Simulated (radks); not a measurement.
Problem. The mean radii <r> (bohr) of the occupied orbitals of an atom or ion are listed with their occupations. Method: scalar-relativistic Kohn-Sham, LDA (Slater exchange, Perdew-Wang correlation), spin-polarised, spherical densities, finite nucleus; Fermi nuclear charge, rms radius of each element as measured or else 0.836 A^(1/3) + 0.57 fm; computed with a radial shooting solver on a logarithmic mesh with Libxc functionals.

orbital  occ.      <r>
1s up       1  0.03043
1s down     1  0.03043
2s up       1   0.1318
2s down     1   0.1318
2p up       3   0.1149
2p down     3   0.1149
3s up       1   0.3590
3s down     1   0.3590
3p up       3   0.3576
3p down     3   0.3576
3d up       5   0.3350
3d down     5   0.3350
4s up       1   0.8789
4s down     1   0.8785
4p up       3   0.9604
4p down     3   0.9593
4d up       5    1.280
4d down     5    1.269
5s up       1    2.615

Name the element and its charge. Open shells, if any, are filled with parallel spins first.

Solution. Z = 48, cadmium, charge +1: Cd+ in [Kr] 4d10 5s1. The 1s radius gives Z: for a bare nucleus <r> = (2 gamma + 1)/(2Z) with gamma = sqrt(1 - (Z/c)^2), 0.02993 bohr for Z = 48, and screening makes it slightly larger (0.03043 here). The occupations add up to 47, and the charge is Z minus that.
